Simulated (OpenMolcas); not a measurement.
Ru4+ among 3 point charges of -2.5 e arranged as a planar triangle (D3h), 1.83 Å from the ion.
```
   1.8300    0.0000    0.0000  -2.50
  -0.9150    1.5848    0.0000  -2.50
  -0.9150   -1.5848    0.0000  -2.50
```

- Program: OpenMolcas
- Method: CASSCF
- Basis: ANO-RCC-VDZP [6s5p3d1f]
- Scalar Hamiltonian: DKH2, point nucleus
- Active space: 4 electrons in 5 orbitals (4d)
- State averaging: 2S+1 = 5 even, 5 roots; 2S+1 = 3 even, 45 roots; 2S+1 = 1 even, 50 roots
- Spin-orbit coupling: RASSI with atomic mean-field integrals over the reference wave functions

Q: What is the spin-free ground state (labels of D3, the rotations of D3h)?

A: 5E, 2-fold in its orbital part, 100 % from free-ion D terms; it has the highest spin that d4 allows.

Q: Where is the first state of the same spin?

A: 5E at 18900 cm-1 above the ground state.

Q: What are the lowest two levels with spin-orbit coupling?

A: A 1-fold level A1, then a 1-fold level A2 13.1 cm-1 above it. Their leading multiplicities are 5 (98 %) and 5 (99 %).

Q: What is χT at 300 K, and how does it compare with the textbook value?

A: The lowest level has 2S+1 = 5, for which the spin-only value is χT = S(S+1) / 2 = 3.000 cm3 K/mol (g = 2). The computed 1.020 at 300 K differs by -1.980, through orbital momentum, spin-orbit coupling and any other state in reach.

An orbital doublet at a regular site is open to a Jahn-Teller distortion, which this geometry leaves out. Without dynamic correlation the repulsion within the d shell is too large (B by tens of per cent), so at a given field states of lower spin stand too high. This shell can be high or low spin here, a state of another spin lies low, and with metal d orbitals alone active their balance is uncertain, so the ground spin may be wrong. Point charges give a weaker field than real ligands, and real ions of this kind are as a rule low spin; the high spin found here belongs to the model. This is an electrostatic model: the charges have no orbitals. No measured value stands beside these numbers.
